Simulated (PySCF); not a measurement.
Al(OH)(OMe)(NH2) (CH₆AlNO₂), SMILES C[O][Al]([NH2])[OH].

Geometry optimised at PBE0-D3(BJ)/def2-SVP. The structure was generated by enumeration; whether it is a known compound was not checked. The values are those of a single conformer.

Level of theory: PySCF with TDA-CAM-B3LYP/def2-SVPD.

Vertical excitations. 

Question: Give excitation energies, oscillator strengths and character. (Estimate from the structure and the level; the computed values follow.)

Answer: 
```csv
state,energy (eV),λ (nm),f,main pairs
S1,5.77,215,0.038,HOMO→LUMO 91 %
S2,6.61,188,0.008,HOMO−1→LUMO 81 %
S3,6.83,181,0.008,HOMO−2→LUMO 85 %
S4,7.42,167,0.043,"HOMO→LUMO+4 29 %, HOMO−3→LUMO 25 %, HOMO→LUMO+2 18 %, HOMO→LUMO+1 15 %"
S5,7.70,161,0.061,"HOMO−3→LUMO 27 %, HOMO→LUMO+1 21 %, HOMO→LUMO+4 19 %, HOMO→LUMO+2 9 %"
S6,7.75,160,0.012,"HOMO→LUMO+2 44 %, HOMO−3→LUMO 27 %, HOMO→LUMO+5 8 %, HOMO→LUMO+1 7 %"
S7,7.75,160,0.016,"HOMO−4→LUMO 75 %, HOMO→LUMO+3 13 %"
S8,8.05,154,0.235,HOMO→LUMO+3 76 %
S9,8.13,153,0.050,"HOMO−1→LUMO+1 32 %, HOMO→LUMO+1 19 %, HOMO→LUMO+4 15 %, HOMO−1→LUMO+4 11 %"
S10,8.25,150,0.003,HOMO−2→LUMO+3 93 %
T1,5.41,229,0,HOMO→LUMO 83 %
T2,6.36,195,0,HOMO−1→LUMO 74 %
T3,6.62,187,0,HOMO−2→LUMO 80 %
T4,6.88,180,0,HOMO→LUMO+3 87 %
```
Triplets are in the Tamm–Dancoff approximation.
